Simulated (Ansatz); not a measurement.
C₄H₁₀Ga (SMILES C[CH2][Ga][CH2]C), doublet, at a GFN2-xTB geometry (such geometries of metal compounds can be far from the true shape) (the spin is typed, not shown lowest). Base run: B3LYP/6-31G in Ansatz (a quantum-chemistry and plane-wave program).

Ansatz was given this input:
Ansatz 0.2 input:
```yaml
crystal:
  periodic: [false, false, false]
  atoms:
    - {symbol: Ga, position_ang: [0.29340128, 0.50836501, 0.43322497]}
    - {symbol: C, position_ang: [1.39032336, -1.33519047, 0.94378139]}
    - {symbol: C, position_ang: [1.02252615, -2.39459966, -0.08734467]}
    - {symbol: H, position_ang: [1.11211080, -1.66803198, 1.94993458]}
    - {symbol: H, position_ang: [2.47100930, -1.15629593, 0.94192441]}
    - {symbol: H, position_ang: [1.31280384, -2.07454094, -1.08980203]}
    - {symbol: H, position_ang: [-0.05457994, -2.57102279, -0.09045035]}
    - {symbol: H, position_ang: [1.51973782, -3.34585680, 0.11933185]}
    - {symbol: C, position_ang: [-1.36430948, 0.31834187, -1.00744777]}
    - {symbol: C, position_ang: [-2.01998177, 1.66525240, -1.29034187]}
    - {symbol: H, position_ang: [-2.09823473, -0.38438905, -0.59614511]}
    - {symbol: H, position_ang: [-0.97066620, -0.11730328, -1.93293337]}
    - {symbol: H, position_ang: [-1.29452604, 2.36707791, -1.70634517]}
    - {symbol: H, position_ang: [-2.42301241, 2.09814249, -0.37271991]}
    - {symbol: H, position_ang: [-2.84143175, 1.57008050, -2.00465158]}
basis:
  gaussian:
    orbitals: 6-31G
hamiltonian:
  xc: b3lyp
magnetization: {spin_polarized: true, initial_magnetization: 1}
```

The base run was repeated with changes; each row names its change, and settings that it needs were set with it.

```json
[
 {"change": "base", "basis functions": "85", "E (Eh)": "-2082.92932", "core-seconds (rough)": "8"},
 {"change": "basis = pcseg-0", "basis functions": "78", "E (Eh)": "-2080.52396", "core-seconds (rough)": "7"},
 {"change": "basis = 3-21G", "basis functions": "79", "E (Eh)": "-2073.01925", "core-seconds (rough)": "6"},
 {"change": "basis = def2-SV(P)", "basis functions": "108", "E (Eh)": "-2082.91296", "core-seconds (rough)": "10"},
 {"change": "basis = 6-31G*", "basis functions": "___", "E (Eh)": "___", "core-seconds (rough)": "8"},
 {"change": "basis = pcseg-1", "basis functions": "133", "E (Eh)": "-2083.06338", "core-seconds (rough)": "10"},
 {"change": "basis = pc-1", "basis functions": "133", "E (Eh)": "___", "core-seconds (rough)": "10"},
 {"change": "basis = cc-pVDZ", "basis functions": "133", "E (Eh)": "-2083.26815", "core-seconds (rough)": "10"},
 {"change": "basis = def2-SVP", "basis functions": "138", "E (Eh)": "-2082.93700", "core-seconds (rough)": "10"},
 {"change": "basis = aug-cc-pVDZ", "basis functions": "218", "E (Eh)": "-2083.28235", "core-seconds (rough)": "40"},
 {"change": "basis = def2-TZVPD", "basis functions": "___", "E (Eh)": "___", "core-seconds (rough)": "50"},
 {"change": "basis = pc-2", "basis functions": "303", "E (Eh)": "___", "core-seconds (rough)": "40"},
 {"change": "basis = pcseg-2", "basis functions": "303", "E (Eh)": "-2083.41332", "core-seconds (rough)": "40"}
]
```

### Question
What belongs in the gaps?

### Answer

- basis = 6-31G*, basis functions: 115
- basis = 6-31G*, E (Eh): -2083.02801
- basis = pc-1, E (Eh): -2083.20884
- basis = def2-TZVPD, basis functions: 292
- basis = def2-TZVPD, E (Eh): -2083.36612
- basis = pc-2, E (Eh): -2083.42080

Totals compare only among sets that treat the same electrons; sets with core potentials leave the core out.
